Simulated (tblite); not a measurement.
`CC[SiH][Si@H](O)SC` [radical] (doublet state). Computed geometry: GFN2-xTB, gas phase. This method treats the open shell by occupation alone, without spin polarisation.

```
atom  x, y, z in Å
C1     3.4490   -0.7601    0.5842
C2     2.0423   -0.8793    0.0100
Si3    1.1738    0.8043   -0.2262
Si4   -1.0338    0.7266   -0.7786
O5    -1.7142    2.2005   -0.6033
S6    -1.8993   -0.6265    0.7023
C7    -3.6558   -0.3164    0.3828
H8     4.0766   -0.1470   -0.0590
H9     3.9140   -1.7402    0.6778
H10    3.4245   -0.3001    1.5691
H11    2.0942   -1.3876   -0.9564
H12    1.4357   -1.5114    0.6605
H13    2.0167    1.6225   -1.1258
H14   -1.7279    0.3810   -2.0226
H15   -1.6130    2.7284    0.1840
H16   -4.2143   -0.7926    1.1819
H17   -3.9341   -0.7489   -0.5742
H18   -3.8430    0.7533    0.3818
```

(1) Which two atoms are farthest apart?

(2) How far are the heavy atoms from their best plane (unweighted least squares)?

(3) Give the dihedral angles Si4–S6–C7–H17, H13–Si3–Si4–S6, S6–Si4–O5–H15.

(4) How far apart are these pairs, which share no bond: Si3···H9, Si3···H17, O5···H11, H9···H13, H10···H15, H12···H13, H13···H16?

(5) What is the repulsion energy of the bare nuclei, Σ ZA·ZB/RAB?

(6) What are the angles H9–C1–H10, C2–Si3–H13, C2–Si3–Si4, Si3–Si4–O5, H16–C7–H18?

(7) Write the matrix of distances between heavy atoms (Å, lower triangle).

## Answers

(1) H8···H16, 8.41 Å; the next longest distance is 8.20 Å.

(2) 0.288 Å rms; C1 0.27, C2 0.35, Si3 0.11, Si4 0.51, O5 0.25, S6 0.22, C7 0.00 Å (magnitudes).

(3) Si4–S6–C7–H17 71° (synclinal); H13–Si3–Si4–S6 177° (antiperiplanar); S6–Si4–O5–H15 64° (synclinal). Dihedral signs follow IUPAC: positive where, seen along the central bond, the front bond turns clockwise onto the rear one.

(4) Si3···H9 3.847 Å (3 bonds apart); Si3···H17 5.350 Å (4 bonds apart); O5···H11 5.244 Å (4 bonds apart); H9···H13 4.262 Å (4 bonds apart); H10···H15 6.039 Å (6 bonds apart); H12···H13 3.654 Å (3 bonds apart); H13···H16 7.070 Å (5 bonds apart).

(5) 522.47 Eh over 153 pairs, with full nuclear charges and distances in bohr; the largest single term is 54.26 Eh (Si4 with S6).

(6) From the scalar product of the two bond vectors; for H9–C1–H10 it is -0.3701 Å² over 1.0888 × 1.0873 Å², cos θ = -0.3126. H9–C1–H10 108.2°; C2–Si3–H13 107.7°; C2–Si3–Si4 116.2°; Si3–Si4–O5 110.3°; H16–C7–H18 110.1°.

(7) 
```
C1    0.000
C2    1.524  0.000
Si3   2.878  1.909  0.000
Si4   4.916  3.559  2.277  0.000
O5    6.069  4.896  3.230  1.633  0.000
S6    5.351  4.010  3.515  2.185  3.119  0.000
C7    7.121  5.738  4.995  3.051  3.328  1.812  0.000
```

Its GFN2-xTB frequencies are all real (lowest 30 cm⁻¹).

One conformer stands for the species.
